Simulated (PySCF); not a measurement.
Run record: geometry optimisation, `O=C1CO[C@H]1CF`.

Method: PBE0-D3(BJ)/def2-SVP geometry optimisation, gas phase (PySCF 2.14.0). Start geometry: GFN2-xTB. The input is one job of a driver script: a line of settings, then coordinates in Å.

Command:
```bash
OMP_NUM_THREADS=1 python probes_run.py task.json out
```

Input:
```
{"job": {"xc": "PBE0", "basis": "def2-SVP", "d3": "d3bj", "grid": 1, "shake": 0.01, "kind": "geom"}, "charge": 0, "multiplicity": 1}
O      1.546560     1.267020     1.028230
C      1.027100     0.451330     0.335310
C      1.308070    -0.972380    -0.065940
O      0.226540    -0.963950    -0.934150
C     -0.199710     0.355100    -0.569640
C     -1.548910     0.438600     0.148040
F     -1.500600    -0.276020     1.321960
H      2.284710    -1.134330    -0.591090
H      1.219820    -1.687770     0.775730
H     -0.208600     1.041060    -1.406970
H     -2.334410    -0.017890    -0.462590
H     -1.780880     1.470960     0.412080
```

**Question.** What does the run print?

**Answer.** 
```
step   0  E = -404.93471303  max force = 0.029990
step   1  E = -404.92894550  max force = 0.032774
step   2  E = -404.93602153  max force = 0.018375
step   3  E = -404.93723982  max force = 0.008458
step   4  E = -404.93768389  max force = 0.004395
step   5  E = -404.93777857  max force = 0.001350
step   6  E = -404.93781302  max force = 0.001108
step   7  E = -404.93782889  max force = 0.001127
step   8  E = -404.93783926  max force = 0.000565
step   9  E = -404.93784284  max force = 0.000356
optimisation converged
```

Energies in Eh; «max force» is the largest Cartesian gradient component in Eh/bohr.

**Question.** Give the first gradient maximum in eV/Å.

**Answer.** With 1 Eh/bohr = 51.422 eV/Å, 1.542 eV/Å.

**Question.** How much energy does the optimisation release, in kcal/mol?

**Answer.** E(step 0) − E(last step) = 0.003130 Eh, which is 2.0 kcal/mol.

In short: final energy -404.93784 Eh after 9 steps; dipole 1.67 D.

**Question.** Give the final coordinates.

**Answer.** 0.032 Å rms from the input after alignment:
```
atom  x, y, z in Å
O1    -0.1250    0.5988    2.1705
C2     0.2024    0.5467    1.0289
C3     1.4918    0.6374    0.2298
O4     0.7404    0.5373   -0.9791
C5    -0.5139    0.3676   -0.3175
C6    -1.1249   -0.9873   -0.5473
F7    -0.2739   -1.9593   -0.0881
H8     2.0499    1.5854    0.3272
H9     2.1767   -0.2149    0.3880
H10   -1.2428    1.1636   -0.5622
H11   -1.2956   -1.1446   -1.6258
H12   -2.0866   -1.0608   -0.0111
```

Hardware: an Arm Neoverse V2 with one thread, no GPU, on a shared host. Cost: 57 s wall, 0.53 GiB resident at most.
Labels such as C1 count atoms from 1, the log's own numbers from 0.
